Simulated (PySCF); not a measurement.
A structure optimised at PBE-D3(BJ)/def2-SVP, used in a PySCF frequency run:

```xyz
10

C      0.9408    -2.3960     0.0000
C      0.2844    -1.3651     0.0000
C     -0.3912    -0.0680     0.0000
F     -1.2067     0.0427    -1.1131
F     -1.2067     0.0427     1.1131
Si     0.8438     1.4373     0.0000
H      1.5038    -3.3198     0.0000
H      1.6919     1.3580    -1.2345
H      0.0147     2.6869     0.0000
H      1.6919     1.3580     1.2345
```

Q: Write its SMILES, formula and point group.

A: C#CC(F)(F)[SiH3], C3H4F2Si, Cs

Q: What are its rotational constants (standard atomic weights)?

A: 3.4504, 2.2795, 1.8866 GHz
